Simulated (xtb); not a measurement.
C₄H₃ClSi, SMILES C(#C)[SiH](Cl)C#C. All values are semi-empirical tight-binding results from xtb (GFN2-xTB unless named), good for trends rather than for accurate numbers. Geometry optimised at GFN2-xTB.

Computed properties:
The point group as xtb finds it is Cs. The orbital gap comes out as 5.10 eV. The dipole moment is 1.41 D and the zero-point energy comes out as 29.4 kcal/mol. The G − E(el) at 298.15 K (modified RRHO) is 8.6 kcal/mol and the static polarisability (D4 model) is 80.4 bohr³. The solvation energy, GFN2-xTB/ALPB(water) is -2.3 kcal/mol and the solvation energy, GFN2-xTB/ALPB(chcl3) is -7.0 kcal/mol.
